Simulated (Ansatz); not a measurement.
`OB(Br)O[SiH3]` + `CC(N)O` → `CC(O)N[SiH3]` + `OB(O)Br`  (ligand exchange at the Si–O bond)

Gas-phase electronic energies from Ansatz, PBE0-D4/def2-TZVP geometries. CCSD(T)/CBS is the MP2 limit (def2-TZVPP, def2-QZVPP) plus CCSD(T) − MP2 in def2-TZVPP, frozen cores. DFT in def2-TZVPP. For Br outer-core shells are correlated without core-valence functions, which leaves a few kJ/mol of doubt a bond. Scalar relativity is left out up to krypton. Each species was taken in one conformer, which may not be the lowest.

| species | B2PLYP energy (Eh) |
| --- | --- |
| `OB(Br)O[SiH3]` | -3041.00094 |
| `CC(N)O` | -210.32050 |
| `CC(O)N[SiH3]` | -500.91742 |
| `OB(O)Br` | -2750.38603 |

Question: Work out ΔE.

Answer: ΔE = (-500.91742) + (-2750.38603) − (-3041.00094) − (-210.32050) = 0.01799 Eh = +0.49 eV. CCSD(T)/CBS gives +0.49 eV.

Largest T1 diagnostic among the species: 0.011.

In def2-TZVPP, CCSD(T) changes the Hartree–Fock value by −0.09 eV (the triples alone add −0.01 eV) and MP2 by −0.09 eV.
